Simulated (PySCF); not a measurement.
Computed with TPSSh-D3(BJ)/def2-TZVP // BP86-D3(BJ)/def2-SVP run with PySCF. Gas-phase values, no solvent. One relaxed conformer stands for a flexible species; it need not be the lowest. 

Reference species: [Ti(NH2)4] (neutral, multiplicity 1).

- charge on the central atom (Mulliken): 1.58 e
- HOMO: -6.01 eV

Changed species: [W(=O)(NH2)4] (M = W, oxo; the reference has M = Ti).

Q: Give the shifts of the charge on the central atom (Mulliken) and HOMO.

A: the charge on the central atom (Mulliken) decreases by 0.13 e, to 1.45 e; the HOMO stays essentially unchanged.
